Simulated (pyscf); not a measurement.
Optimised with ωB97X-D3(BJ)/def2-SVP in PySCF.

Q: PBE/def2-TZVP puts the barrier of F–GeH₃ (SMILES [F][GeH3]) + F–GeH: (SMILES [F][GeH]) [singlet] → F–GeH(F)–GeH₃ (SMILES [F][GeH]([F])[GeH3]) (insertion; singlet surface; F–Ge broken, Ge–Ge, F–Ge formed) at -1.9 kcal/mol and the reaction energy at -36.3 kcal/mol, from the separated reactants. What do B3LYP-D3(BJ)/def2-TZVP, PBE0-D3(BJ)/def2-TZVP, ωB97M-D3(BJ)/def2-TZVP give on the same structures?

A: B3LYP-D3(BJ): ΔE‡ = 3.0 kcal/mol, ΔE = -34.6 kcal/mol; PBE0-D3(BJ): ΔE‡ = -1.0 kcal/mol, ΔE = -40.7 kcal/mol; ωB97M-D3(BJ): ΔE‡ = 4.3 kcal/mol, ΔE = -34.3 kcal/mol. PBE's barrier lies under all of them, by 0.8 to 6.2 kcal/mol. Its reaction energy lies among theirs. On the reactant side the descent ends in an adduct with a F–Ge contact (not fully relaxed), 12.5 kcal/mol under the separated species and 11.5 kcal/mol under the saddle at ωB97X-D3(BJ)/def2-TZVP. At PBE, PBE0-D3(BJ) the saddle lies under the separated reactants, which points to a path from their complex (located at ωB97X-D3(BJ) alone). What is counted as formed (F–Ge) is already present as a longer contact in the reactant adduct; forming that adduct is a step of its own. At ωB97X-D3(BJ)/def2-TZVP the barrier from the zero used here is -0.9 kcal/mol. The same reactants have a lower exit, to F–Ge:–F [singlet] + GeH₄ (barrier -0.7 kcal/mol at ωB97M-D3(BJ)/def2-TZVP, against +4.3 kcal/mol here). One saddle was located; it need not be the lowest between these sides. Elements up to Kr have no core potential and no relativistic terms here.
